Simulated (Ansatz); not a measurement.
Reaction (ligand exchange at the Si–O bond): `[F][GeH]([F])[O][SiH3]` + `[SiH3][GaH][SH]` → `[SiH3][S][GaH][SiH3]` + `[OH][GeH]([F])[F]`

Isolated molecules relaxed with PBE0-D4/def2-TZVP in Ansatz; ΔE leaves out vibrations. CCSD(T)/CBS adds triple-zeta CCSD(T) − MP2 to the extrapolated MP2 energy (def2 sets, frozen cores). DFT in def2-TZVPP. HSE06 is defined as in plane-wave codes. For Ga, Ge outer-core shells are correlated without core-valence functions, which leaves a few kJ/mol of doubt a bond. Scalar relativity is left out up to krypton. One conformer a species, not always the lowest.

| level | ΔE (eV) |
| --- | --- |
| r2SCAN0-D4 | 0.36 |
| HSE06-D4 | 0.27 |
| MP2/def2-TZVPP | 0.37 |
| CCSD(T)/def2-TZVPP | 0.42 |

Task: What does CCSD(T)/CBS give? (Estimate.)

Result: Computed: +0.38 eV. The listed levels differ from it by -0.02, -0.11, -0.01, 0.04 eV.

Largest T1 diagnostic among the species: 0.014.

The D4 term adds −0.04 eV with B3LYP and −0.02 eV with PBE0; it sums over pairs of atoms, weighted by their polarisabilities, and B3LYP, whose exchange is more repulsive, gets the larger term. Leaving LDA and LC-ωPBE aside and taking each functional with its dispersion term where it has one, the values, not all of them listed here, spread over 0.27 eV, from revPBE-D4 to CAM-B3LYP-D4.

B3LYP here is the variant with VWN-RPA as its local correlation; programs differ in this.
